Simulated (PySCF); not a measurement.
Mg(I)(Et) (C2H5IMg), SMILES C[CH2][Mg][I]. Geometry optimised at PBE-D3(BJ)/def2-SVP. The structure was generated by enumeration; whether it is a known compound was not checked. The def2 effective core potentials stand for the cores of I; spin–orbit coupling is left out. The values are those of a single conformer.

Task: Give the equilibrium geometry at PBE-D3(BJ)/def2-SVP (PySCF confirms it by a frequency run) as bond lengths and angles, and its point group. (An estimate is asked for; the answer gives what the named calculation found.)

Result: One answer among several that fit: point group Cs.
Atoms: Mg1 I2 C3 C4 H5 H6 H7 H8 H9. Bond lengths (Å): Mg1–I2 2.593, Mg1–C3 2.112, C3–C4 1.537, C3–H5 1.113, C3–H6 1.113, C4–H7 1.111, C4–H8 1.111, C4–H9 1.113. Bond angles (°): I2–Mg1–C3 179.9, Mg1–C3–C4 116.0, Mg1–C3–H5 107.1, Mg1–C3–H6 107.1, C4–C3–H5 110.4, C4–C3–H6 110.4, H5–C3–H6 105.2, C3–C4–H7 112.4, C3–C4–H8 112.4, C3–C4–H9 112.3, H7–C4–H8 106.6, H7–C4–H9 106.4, H8–C4–H9 106.4.
